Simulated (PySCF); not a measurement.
## Bond energies at PBE0/def2-SVP beside a composite method

PySCF, lowest determinants of a PBE0 search. The composite is CCSD(T) extrapolated to the basis-set limit from two correlation-consistent sets, with core-valence (CV) and scalar-relativistic (SR) terms as its label shows; it has no spin–orbit coupling and nothing beyond (T).

| species | state (unpaired electrons) | De PBE0 (eV) | De composite (eV) | composite | dissociates to |
| --- | --- | --- | --- | --- | --- |
| CN | doublet (σ ↑) | 7.78 | 7.81 | CCSD(T)/CBS(TQ)+CV+SR | C + N |
| CN⁺ | triplet (σ ↑, π ↑) | 5.39 | 4.97 | CCSD(T)/CBS(TQ)+CV+SR | C⁺ + N |
| TlN | triplet (π ↑↑) | 1.50 | 1.54 | CCSD(T)/CBS(DT) | Tl + N |
| P₂⁺ | doublet (π ↑) | 4.72 | 5.02 | CCSD(T)/CBS(TQ)+CV+SR | P⁺ + P |
| HgF | doublet (σ ↑) | 1.24 | 1.36 | CCSD(T)/CBS(DT) | Hg + F |
| SF | doublet (π ↑) | 3.42 | 3.65 | CCSD(T)/CBS(TQ)+CV+SR | S + F |
| MgCl | doublet (σ ↑) | 3.39 | 3.29 | CCSD(T)/CBS(DT)+CV | Mg + Cl |
| GeS | singlet (closed shell) | 5.62 | 5.68 | CCSD(T)/CBS(DT)+CV | Ge + S |

Task: Does PBE0 bind more or less than the composite, by how much on average, and where is the difference largest?

Result: PBE0/def2-SVP binds about as much on average, method and basis taken together: the mean signed difference is -0.03 eV and the mean absolute one 0.16 eV; it is largest for CN⁺ (+0.42 eV).

The molecules are drawn from runs that passed checks on state, spin purity and fit, so the hardest cases are missing and the errors look smaller than over all diatomics.

Correlated steps freeze the inner cores (2 to 10 orbitals); shallow outer-core shells are correlated. Spin–orbit coupling is left out, which matters for elements this heavy, above all for dissociation energies. For an ion De counts to the pair picked by the measured ionisation energies or electron affinities, which need not be the lowest pair at this level. Where the molecule has an RHF reference, its open-shell atoms are computed with UHF. The CCSD T1 diagnostic is raised in CN, CN⁺, GeS, HgF, a sign that a single reference may not be enough there. States were picked by a PBE0 search and need not be the measured ground states.
